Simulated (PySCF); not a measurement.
## Nonlinear optical response: `C#CC#[C][AlH][F]`, C$_{4}$H$_{2}$AlF

Molfile (atoms numbered from 1):
```
C4H2AlF
     RDKit          3D

  8  7  0  0  0  0  0  0  0  0999 V2000
    3.1407   -0.1675    0.8043 C   0  0  0  0  0  0  0  0  0  0  0  0
    1.9471   -0.1057    0.6431 C   0  0  0  0  0  0  0  0  0  0  0  0
    0.6037   -0.0397    0.4577 C   0  0  0  0  0  0  0  0  0  0  0  0
   -0.6072    0.0108    0.2909 C   0  0  0  0  0  0  0  0  0  0  0  0
   -2.5180    0.1078    0.0351 Al  0  0  0  0  0  3  0  0  0  0  0  0
   -3.3099    1.5335   -0.1879 F   0  0  0  0  0  0  0  0  0  0  0  0
    4.1786   -0.2184    0.9465 H   0  0  0  0  0  0  0  0  0  0  0  0
   -3.4259   -1.1113    0.0205 H   0  0  0  0  0  0  0  0  0  0  0  0
  1  2  3  0
  2  3  1  0
  3  4  3  0
  4  5  1  0
  5  6  1  0
  1  7  1  0
  5  8  1  0
M  END
```

Theory: quadratic response PBE0/aug-cc-pVDZ first hyperpolarisability, Taylor convention, gas phase (PySCF). Geometry: GFN2-xTB.

What is the first hyperpolarisability, and how does it disperse?

In au, Taylor convention; the vector part is βᵢ = ⅓ Σⱼ (βᵢⱼⱼ + βⱼᵢⱼ + βⱼⱼᵢ); β∥ is 3/5 of the vector part along the dipole, the dipole points from − to +:
```csv
process,λ (nm),β vector norm,β∥,β HRS,depolarisation ratio
"static β(0;0,0)",∞,565.9,256.0,221.7,6.17
"second harmonic β(−2ω;ω,ω)",1550,649.3,297.4,255.2,6.02
"Pockels β(−ω;ω,0)",1550,591.7,268.8,–,–
"second harmonic β(−2ω;ω,ω)",1064,769.2,357.0,303.5,5.85
"Pockels β(−ω;ω,0)",1064,623.0,284.3,–,–
"second harmonic β(−2ω;ω,ω)",694.3,1340.9,642.5,535.4,5.39
"Pockels β(−ω;ω,0)",694.3,715.7,330.4,–,–
```

Which lowest excitations, dipole and polarisabilities go with it?

S1 4.05 eV (f = 0.000); S2 4.41 eV (f = 0.020); S3 4.63 eV (f = 0.000); dipole 2.10 D; isotropic α 77.5 au static, 78.1 au at 1550 nm, 78.9 au at 1064 nm, 80.1 au at 775 nm, 80.9 au at 694.3 nm, 83.5 au at 532 nm, 95.2 au at 347.1 nm.
